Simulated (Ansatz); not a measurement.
Ansatz (a quantum-chemistry and plane-wave program) input file for GeH₅Si, SMILES [GeH3][SiH2] (connectivity only; charge and spin as stated), charge +1, multiplicity 1, PBE/def2-TZVPD. Coordinates come from a B3LYP-D3(BJ)/def2-TZVP optimisation. The multiplicity is an assumed one; other spin states were not compared. The isomer is the one that the SMILES or the coordinates give; other isomers of the formula were not compared.

Ansatz 0.2 input:
```yaml
crystal:
  periodic: [false, false, false]
  atoms:
    - {symbol: Si, position_ang: [1.65035311, -0.00859573, -0.00000000]}
    - {symbol: Ge, position_ang: [-0.77189617, -0.00104150, -0.00000000]}
    - {symbol: H, position_ang: [2.47848593, 0.01988319, 1.22254223]}
    - {symbol: H, position_ang: [2.47848593, 0.01988318, -1.22254222]}
    - {symbol: H, position_ang: [-1.02901028, 1.51082997, -0.00000000]}
    - {symbol: H, position_ang: [-1.16611382, -0.69846403, 1.29739840]}
    - {symbol: H, position_ang: [-1.16611382, -0.69846403, -1.29739839]}
basis:
  gaussian:
    orbitals: def2-TZVPD
hamiltonian:
  xc: {name: PBE}
total_charge: 1
```

Program output:

```
WARN ansatz: RAYON_NUM_THREADS=1 ignored (pool sized by the plan → 1); use --threads N
Functional definition: PBE
integrals: 0.06 GiB planned
903 factors; their error is unknown
mean field: 0.44 GiB planned
mean field evaluation 1: about -64453.9771 eV, gradient 2.2e1 eV
mean field evaluation 2: about -64454.8068 eV, gradient 1.5e1 eV
mean field evaluation 4: about -64455.4335 eV, gradient 1.5e0 eV
mean field evaluation 8: about -64455.4232 eV, gradient 2.4e-2 eV
mean field -64455.42323793 eV, -2368.6931145390 hartree, gradient 5.2e-5 eV, S^2 0.000000; 0 other end points of the search recorded, 0 dependent functions left out
reference -64455.42328216 eV, -2368.6931161642 hartree; 25, 25 occupied and 117, 117 virtual orbitals, 903 factors
Total energy: -64455.42328216 eV, -2368.6931161642 hartree
```

The run converged.

Cost: roughly 2.6 core-seconds.
